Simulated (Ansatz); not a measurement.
Ansatz (a first-principles code) input (HF/6-31G* with LANL2DZ past Ar): The .json file joins the Basis Set Exchange's 6-31G* for atoms up to Ar and LANL2DZ past it.

Ansatz 0.2 input:
```yaml
crystal:
  periodic: [false, false, false]
  atoms:
    - {symbol: C, position_ang: [1.56104100, 0.19161500, -1.15341200]}
    - {symbol: Ge, position_ang: [0.02195900, 0.00791000, -0.03296600]}
    - {symbol: C, position_ang: [-1.74718800, 0.34137200, -0.74436800]}
    - {symbol: F, position_ang: [0.07089600, -1.60504100, 0.63032700]}
    - {symbol: F, position_ang: [0.21947300, 1.03121400, 1.37068600]}
    - {symbol: H, position_ang: [2.38829400, -0.50212800, -1.07942300]}
    - {symbol: H, position_ang: [1.66026900, 1.00070300, -1.86559900]}
    - {symbol: H, position_ang: [-1.80895000, 1.36252600, -1.11908900]}
    - {symbol: H, position_ang: [-1.96076700, -0.35414300, -1.55469900]}
    - {symbol: H, position_ang: [-2.47797900, 0.20644700, 0.05128200]}
basis:
  gaussian:
    orbitals: 6-31Gs+LANL2DZ.json
hamiltonian:
  xc: {name: HF}
magnetization: {spin_polarized: true, initial_magnetization: 1}
relax: {f_tol: 0.003, max_steps: 120}
```

Output:

```
Functional definition: HF
integrals: 0.03 GiB planned
889 factors; integrals over basis functions are off by at most 4.1e-4 eV
mean field: 0.24 GiB planned
mean field evaluation 1: about -7648.8402 eV, gradient 2.8e1 eV
mean field evaluation 2: about -7648.8384 eV, gradient 2.8e1 eV
mean field evaluation 4: about -7651.9685 eV, gradient 2.2e0 eV
mean field evaluation 8: about -7652.0186 eV, gradient 5.0e-2 eV
mean field -7652.01809160 eV, -281.2064781421 hartree, gradient 7.3e-5 eV, S^2 0.761092; 0 other end points of the search recorded, 0 dependent functions left out
the calculation of the forces begins
reference -7652.01809160 eV, -281.2064781421 hartree; 20, 19 occupied and 58, 59 virtual orbitals, 889 factors
relax step   1: F+E_penalty+E_count = -7652.01809160 eV  Δ(F+E_penalty+E_count) = +0.000e0 eV  max|allowed force component| = 2.165e0 eV/Å  Δτ_max = 0.0000 Å  (30 SCF iters, accepted)
these checks for a lower state are left out or cut short: starts, cluster_reference, orbital_swaps, neighbouring_geometries, increment
integrals: 0.03 GiB planned
889 factors; integrals over basis functions are off by at most 4.0e-4 eV
mean field: 0.24 GiB planned
mean field evaluation 16: about -7652.1102 eV, gradient 5.3e-5 eV
mean field -7652.11019108 eV, -281.2098627356 hartree, gradient 5.3e-5 eV, S^2 0.760767; 0 other end points of the search recorded, 0 dependent functions left out
the calculation of the forces begins
reference -7652.11019108 eV, -281.2098627356 hartree; 20, 19 occupied and 58, 59 virtual orbitals, 889 factors
relax step   2: F+E_penalty+E_count = -7652.11019108 eV  Δ(F+E_penalty+E_count) = -9.210e-2 eV  max|allowed force component| = 1.036e0 eV/Å  Δτ_max = 0.0258 Å  (27 SCF iters, accepted)
these checks for a lower state are left out or cut short: starts, cluster_reference, orbital_swaps, neighbouring_geometries, increment
integrals: 0.03 GiB planned
889 factors; integrals over basis functions are off by at most 4.0e-4 eV
mean field: 0.24 GiB planned
mean field -7652.13524618 eV, -281.2107834935 hartree, gradient 2.1e-5 eV, S^2 0.760760; 0 other end points of the search recorded, 0 dependent functions left out
the calculation of the forces begins
reference -7652.13524618 eV, -281.2107834935 hartree; 20, 19 occupied and 58, 59 virtual orbitals, 889 factors
relax step   3: F+E_penalty+E_count = -7652.13524618 eV  Δ(F+E_penalty+E_count) = -2.506e-2 eV  max|allowed force component| = 1.647e-1 eV/Å  Δτ_max = 0.0576 Å  (33 SCF iters, accepted)
these checks for a lower state are left out or cut short: starts, cluster_reference, orbital_swaps, neighbouring_geometries, increment
integrals: 0.03 GiB planned
889 factors; integrals over basis functions are off by at most 4.0e-4 eV
mean field: 0.24 GiB planned
mean field -7652.13792290 eV, -281.2108818611 hartree, gradient 2.6e-5 eV, S^2 0.760735; 0 other end points of the search recorded, 0 dependent functions left out
the calculation of the forces begins
reference -7652.13792290 eV, -281.2108818611 hartree; 20, 19 occupied and 58, 59 virtual orbitals, 889 factors
relax step   4: F+E_penalty+E_count = -7652.13792290 eV  Δ(F+E_penalty+E_count) = -2.677e-3 eV  max|allowed force component| = 6.996e-2 eV/Å  Δτ_max = 0.0247 Å  (27 SCF iters, accepted)
these checks for a lower state are left out or cut short: starts, cluster_reference, orbital_swaps, neighbouring_geometries, increment
integrals: 0.03 GiB planned
889 factors; integrals over basis functions are off by at most 4.0e-4 eV
mean field: 0.24 GiB planned
mean field evaluation 32: about -7652.1378 eV, gradient 3.4e-5 eV
mean field -7652.13780427 eV, -281.2108775015 hartree, gradient 3.4e-5 eV, S^2 0.760635; 0 other end points of the search recorded, 0 dependent functions left out
the calculation of the forces begins
reference -7652.13780427 eV, -281.2108775015 hartree; 20, 19 occupied and 58, 59 virtual orbitals, 889 factors
relax step   5: F+E_penalty+E_count = -7652.13780427 eV  Δ(F+E_penalty+E_count) = +1.186e-4 eV  max|allowed force component| = 7.486e-2 eV/Å  Δτ_max = 0.0521 Å  (27 SCF iters, rejected (line search))
these checks for a lower state are left out or cut short: starts, cluster_reference, orbital_swaps, neighbouring_geometries, increment
integrals: 0.03 GiB planned
889 factors; integrals over basis functions are off by at most 4.0e-4 eV
mean field: 0.24 GiB planned
mean field -7652.13844293 eV, -281.2109009719 hartree, gradient 2.6e-5 eV, S^2 0.760721; 0 other end points of the search recorded, 0 dependent functions left out
the calculation of the forces begins
reference -7652.13844293 eV, -281.2109009719 hartree; 20, 19 occupied and 58, 59 virtual orbitals, 889 factors
relax step   6: F+E_penalty+E_count = -7652.13844293 eV  Δ(F+E_penalty+E_count) = -5.200e-4 eV  max|allowed force component| = 1.594e-2 eV/Å  Δτ_max = 0.0256 Å  (26 SCF iters, accepted)
these checks for a lower state are left out or cut short: starts, cluster_reference, orbital_swaps, neighbouring_geometries, increment
integrals: 0.03 GiB planned
889 factors; integrals over basis functions are off by at most 4.0e-4 eV
mean field: 0.24 GiB planned
mean field -7652.13928256 eV, -281.2109318278 hartree, gradient 4.8e-5 eV, S^2 0.760715; 0 other end points of the search recorded, 0 dependent functions left out
the calculation of the forces begins
[...]
integrals: 0.03 GiB planned
889 factors; integrals over basis functions are off by at most 4.0e-4 eV
mean field: 0.30 GiB planned
mean field -7652.14119918 eV, -281.2110022624 hartree, gradient 3.5e-5 eV, S^2 0.760703; 0 other end points of the search recorded, 0 dependent functions left out
the calculation of the forces begins
reference -7652.14119918 eV, -281.2110022624 hartree; 20, 19 occupied and 58, 59 virtual orbitals, 889 factors
relax step  20: F+E_penalty+E_count = -7652.14119918 eV  Δ(F+E_penalty+E_count) = -3.883e-5 eV  max|allowed force component| = 1.460e-2 eV/Å  Δτ_max = 0.0310 Å  (31 SCF iters, accepted)
these checks for a lower state are left out or cut short: starts, cluster_reference, orbital_swaps, neighbouring_geometries, increment
integrals: 0.03 GiB planned
889 factors; integrals over basis functions are off by at most 4.0e-4 eV
mean field: 0.30 GiB planned
mean field evaluation 128: about -7652.1412 eV, gradient 5.4e-3 eV
mean field -7652.14121685 eV, -281.2110029116 hartree, gradient 3.4e-5 eV, S^2 0.760707; 0 other end points of the search recorded, 0 dependent functions left out
the calculation of the forces begins
reference -7652.14121685 eV, -281.2110029116 hartree; 20, 19 occupied and 58, 59 virtual orbitals, 889 factors
relax step  21: F+E_penalty+E_count = -7652.14121685 eV  Δ(F+E_penalty+E_count) = -1.767e-5 eV  max|allowed force component| = 2.289e-2 eV/Å  Δτ_max = 0.0260 Å  (31 SCF iters, accepted)
these checks for a lower state are left out or cut short: starts, cluster_reference, orbital_swaps, neighbouring_geometries, increment
integrals: 0.03 GiB planned
889 factors; integrals over basis functions are off by at most 4.0e-4 eV
mean field: 0.30 GiB planned
mean field -7652.14123586 eV, -281.2110036104 hartree, gradient 1.9e-5 eV, S^2 0.760700; 0 other end points of the search recorded, 0 dependent functions left out
the calculation of the forces begins
reference -7652.14123586 eV, -281.2110036104 hartree; 20, 19 occupied and 58, 59 virtual orbitals, 889 factors
relax step  22: F+E_penalty+E_count = -7652.14123586 eV  Δ(F+E_penalty+E_count) = -1.901e-5 eV  max|allowed force component| = 1.077e-2 eV/Å  Δτ_max = 0.0082 Å  (30 SCF iters, accepted)
these checks for a lower state are left out or cut short: starts, cluster_reference, orbital_swaps, neighbouring_geometries, increment
integrals: 0.03 GiB planned
889 factors; integrals over basis functions are off by at most 4.1e-4 eV
mean field: 0.30 GiB planned
mean field -7652.14124886 eV, -281.2110040880 hartree, gradient 1.7e-5 eV, S^2 0.760695; 0 other end points of the search recorded, 0 dependent functions left out
the calculation of the forces begins
reference -7652.14124886 eV, -281.2110040880 hartree; 20, 19 occupied and 58, 59 virtual orbitals, 889 factors
relax step  23: F+E_penalty+E_count = -7652.14124886 eV  Δ(F+E_penalty+E_count) = -1.300e-5 eV  max|allowed force component| = 3.355e-3 eV/Å  Δτ_max = 0.0148 Å  (29 SCF iters, accepted)
these checks for a lower state are left out or cut short: starts, cluster_reference, orbital_swaps, neighbouring_geometries, increment
integrals: 0.03 GiB planned
889 factors; integrals over basis functions are off by at most 4.2e-4 eV
mean field: 0.30 GiB planned
mean field -7652.14117171 eV, -281.2110012529 hartree, gradient 1.7e-5 eV, S^2 0.760730; 0 other end points of the search recorded, 0 dependent functions left out
the calculation of the forces begins
reference -7652.14117171 eV, -281.2110012529 hartree; 20, 19 occupied and 58, 59 virtual orbitals, 889 factors
relax step  24: F+E_penalty+E_count = -7652.14117171 eV  Δ(F+E_penalty+E_count) = +7.714e-5 eV  max|allowed force component| = 5.197e-2 eV/Å  Δτ_max = 0.0559 Å  (39 SCF iters, rejected (line search))
these checks for a lower state are left out or cut short: starts, cluster_reference, orbital_swaps, neighbouring_geometries, increment
integrals: 0.03 GiB planned
889 factors; integrals over basis functions are off by at most 4.1e-4 eV
mean field: 0.30 GiB planned
mean field -7652.14125885 eV, -281.2110044550 hartree, gradient 3.5e-5 eV, S^2 0.760703; 0 other end points of the search recorded, 0 dependent functions left out
the calculation of the forces begins
reference -7652.14125885 eV, -281.2110044550 hartree; 20, 19 occupied and 58, 59 virtual orbitals, 889 factors
relax step  25: F+E_penalty+E_count = -7652.14125885 eV  Δ(F+E_penalty+E_count) = -9.987e-6 eV  max|allowed force component| = 1.061e-2 eV/Å  Δτ_max = 0.0266 Å  (30 SCF iters, accepted)
these checks for a lower state are left out or cut short: starts, cluster_reference, orbital_swaps, neighbouring_geometries, increment
integrals: 0.03 GiB planned
889 factors; integrals over basis functions are off by at most 4.1e-4 eV
mean field: 0.30 GiB planned
mean field evaluation 160: about -7652.1413 eV, gradient 7.6e-6 eV
mean field -7652.14126319 eV, -281.2110046147 hartree, gradient 7.6e-6 eV, S^2 0.760698; 0 other end points of the search recorded, 0 dependent functions left out
the calculation of the forces begins
reference -7652.14126319 eV, -281.2110046147 hartree; 20, 19 occupied and 58, 59 virtual orbitals, 889 factors
relax step  26: F+E_penalty+E_count = -7652.14126319 eV  Δ(F+E_penalty+E_count) = -4.347e-6 eV  max|allowed force component| = 3.812e-3 eV/Å  Δτ_max = 0.0032 Å  (30 SCF iters, accepted)
these checks for a lower state are left out or cut short: starts, cluster_reference, orbital_swaps, neighbouring_geometries, increment
integrals: 0.03 GiB planned
889 factors; integrals over basis functions are off by at most 4.1e-4 eV
mean field: 0.30 GiB planned
mean field -7652.14126548 eV, -281.2110046988 hartree, gradient 1.3e-5 eV, S^2 0.760696; 0 other end points of the search recorded, 0 dependent functions left out
the calculation of the forces begins
reference -7652.14126548 eV, -281.2110046988 hartree; 20, 19 occupied and 58, 59 virtual orbitals, 889 factors
relax step  27: F+E_penalty+E_count = -7652.14126548 eV  Δ(F+E_penalty+E_count) = -2.288e-6 eV  max|allowed force component| = 1.360e-3 eV/Å  Δτ_max = 0.0073 Å  (30 SCF iters, accepted)
these checks for a lower state are left out or cut short: starts, cluster_reference, orbital_swaps, neighbouring_geometries, increment
integrals: 0.03 GiB planned
889 factors; integrals over basis functions are off by at most 4.2e-4 eV
mean field: 0.30 GiB planned
mean field -7652.14126702 eV, -281.2110047553 hartree, gradient 1.4e-5 eV, S^2 0.760696; 0 other end points of the search recorded, 0 dependent functions left out
the calculation of the forces begins
reference -7652.14126702 eV, -281.2110047553 hartree; 20, 19 occupied and 58, 59 virtual orbitals, 889 factors
relax step  28: F+E_penalty+E_count = -7652.14126702 eV  Δ(F+E_penalty+E_count) = -1.538e-6 eV  max|allowed force component| = 1.948e-3 eV/Å  Δτ_max = 0.0115 Å  (30 SCF iters, accepted)
these checks for a lower state are left out or cut short: starts, cluster_reference, orbital_swaps, neighbouring_geometries, increment
integrals: 0.03 GiB planned
889 factors; integrals over basis functions are off by at most 4.2e-4 eV
mean field: 0.30 GiB planned
mean field -7652.14126716 eV, -281.2110047605 hartree, gradient 1.9e-5 eV, S^2 0.760696; 0 other end points of the search recorded, 0 dependent functions left out
the calculation of the forces begins
reference -7652.14126716 eV, -281.2110047605 hartree; 20, 19 occupied and 58, 59 virtual orbitals, 889 factors
relax step  29: F+E_penalty+E_count = -7652.14126716 eV  Δ(F+E_penalty+E_count) = -1.399e-7 eV  max|allowed force component| = 1.500e-3 eV/Å  Δτ_max = 0.0062 Å  (30 SCF iters, accepted)
integrals: 0.03 GiB planned
889 factors; integrals over basis functions are off by at most 4.2e-4 eV
mean field: 0.30 GiB planned
mean field evaluation 192: about -7652.1412 eV, gradient 4.4e-2 eV
mean field -7652.14126716 eV, -281.2110047605 hartree, gradient 1.9e-5 eV, S^2 0.760696; 1 other end points of the search recorded, 0 dependent functions left out
the calculation of the forces begins
reference -7652.14126716 eV, -281.2110047605 hartree; 20, 19 occupied and 58, 59 virtual orbitals, 889 factors
Total energy: -7652.14126716 eV, -281.2110047605 hartree
Atom 0 at     1.524947     0.187086    -1.147324 Å, force     0.000312    -0.000841    -0.001129 eV/Å
Atom 1 at     0.024370    -0.046747     0.016680 Å, force     0.000154     0.000417     0.000593 eV/Å
Atom 2 at    -1.704764     0.386749    -0.731490 Å, force    -0.000125    -0.000214     0.000085 eV/Å
Atom 3 at     0.001969    -1.639425     0.569102 Å, force     0.000039     0.000603     0.000004 eV/Å
Atom 4 at     0.265584     0.867484     1.412500 Å, force    -0.000184    -0.000712    -0.000591 eV/Å
Atom 5 at     2.530923    -0.025591    -0.830432 Å, force    -0.000605     0.000694    -0.000443 eV/Å
Atom 6 at     1.412882     0.538210    -2.158360 Å, force     0.000331    -0.000119     0.001500 eV/Å
Atom 7 at    -1.735788     1.426840    -1.036186 Å, force     0.000103    -0.000030     0.000009 eV/Å
Atom 8 at    -1.910074    -0.234614    -1.595989 Å, force     0.000049     0.000081     0.000110 eV/Å
Atom 9 at    -2.483002     0.220483     0.004238 Å, force    -0.000073     0.000122    -0.000136 eV/Å
Dipole moment:    -0.077744     0.227925    -0.653716 e Å
```

The geometry given is a B3LYP-D3(BJ)/def2-TZVP minimum.
